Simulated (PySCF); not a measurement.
A GIAO shielding run with PySCF (density fitting, non-relativistic, gas phase) on SMILES C1[SiH]([SiH2]Cl)CC=C1, C4H9ClSi2:

```
$ OMP_NUM_THREADS=1 python probes_run.py task.json out

{"job": {"kind": "nmr", "xc": "PBE0", "basis": "pcSseg-1"}, "charge": 0, "multiplicity": 1}
Cl     3.333116     1.985423    -0.658471
Si     2.495392     0.145212    -0.515200
Si     0.522690     0.293870     0.688159
C     -0.872940     1.256264    -0.207490
C     -1.948827     0.233826    -0.416827
C     -1.759170    -0.998501     0.018726
C     -0.473013    -1.340668     0.707637
H      3.515466    -0.700196     0.109979
H      2.360878    -0.329967    -1.895670
H      0.669028     0.798873     2.068996
H     -1.265565     2.091873     0.374562
H     -0.566487     1.675726    -1.168397
H     -2.855460     0.538968    -0.919832
H     -2.500399    -1.775916    -0.100934
H      0.018874    -2.164916     0.187446
H     -0.681181    -1.700927     1.715906
```

Hardware: 1 thread of an Arm Neoverse N1, shared host. The job also computes population analyses, field gradients, ring-centre shieldings.

**Question.** How large is the calculation?

**Answer.** 78 electrons, 185 basis functions and 1029 auxiliary functions.

**Question.** How long does it take, and how much memory does it need?

**Answer.** 65 s of wall time, with 12 SCF cycles and 4 response iterations; peak memory 0.76 GiB. Times on a shared host scatter by some tens of per cent.
